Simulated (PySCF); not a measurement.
# Sr (strontium, neutral) across methods

[Kr] 4d1 5s1, high-spin 3D determinant (an excited configuration). All numbers are calculated (PySCF 2.14, the spin-free X2C one-electron Hamiltonian (Gaussian nucleus), in x2c-TZVPPall with one added diffuse shell each of s, p, d, f type (9s7p7d3f1g, 95 functions)).

```json
{"method": "PBEsol", "E (hartree)": "-3176.83", "mean ε 4p β (eV)": "-21.522", "mean ε 5s α (eV)": "-3.525", "mean ε 4d α (eV)": "-1.323", "Σ⟨r²⟩ (bohr²)": "68.36", "⟨S²⟩": "2.000"}
{"method": "UHF", "E (hartree)": "-3177.25076", "mean ε 4p β (eV)": "-28.408", "mean ε 5s α (eV)": "-5.133", "mean ε 4d α (eV)": "-3.184", "Σ⟨r²⟩ (bohr²)": "71.60", "⟨S²⟩": "2.002"}
{"method": "BLYP", "E (hartree)": "-3179.27", "mean ε 4p β (eV)": "-21.408", "mean ε 5s α (eV)": "-3.361", "mean ε 4d α (eV)": "-1.200", "Σ⟨r²⟩ (bohr²)": "69.54", "⟨S²⟩": "2.000"}
{"method": "LDA", "E (hartree)": "-3175.01", "mean ε 4p β (eV)": "-21.660", "mean ε 5s α (eV)": "-3.666", "mean ε 4d α (eV)": "-1.318", "Σ⟨r²⟩ (bohr²)": "68.28", "⟨S²⟩": "2.000"}
{"method": "LC-wPBE", "E (hartree)": "-3178.81", "mean ε 4p β (eV)": "-26.163", "mean ε 5s α (eV)": "-5.363", "mean ε 4d α (eV)": "-3.615", "Σ⟨r²⟩ (bohr²)": "66.39", "⟨S²⟩": "2.002"}
{"method": "PBE", "E (hartree)": "-3178.80", "mean ε 4p β (eV)": "-21.541", "mean ε 5s α (eV)": "-3.490", "mean ε 4d α (eV)": "-1.383", "Σ⟨r²⟩ (bohr²)": "68.81", "⟨S²⟩": "2.000"}
{"method": "wB97X-V", "E (hartree)": "-3178.92", "mean ε 4p β (eV)": "-25.910", "mean ε 5s α (eV)": "-5.179", "mean ε 4d α (eV)": "-3.333", "Σ⟨r²⟩ (bohr²)": "67.68", "⟨S²⟩": "2.001"}
{"method": "PBE0", "E (hartree)": "-3178.87", "mean ε 4p β (eV)": "-23.435", "mean ε 5s α (eV)": "-3.960", "mean ε 4d α (eV)": "-1.929", "Σ⟨r²⟩ (bohr²)": "68.24", "⟨S²⟩": "2.001"}
{"method": "r2SCAN", "E (hartree)": "-3179.16", "mean ε 4p β (eV)": "-22.118", "mean ε 5s α (eV)": "-3.498", "mean ε 4d α (eV)": "-1.450", "Σ⟨r²⟩ (bohr²)": "67.77", "⟨S²⟩": "2.001"}
```
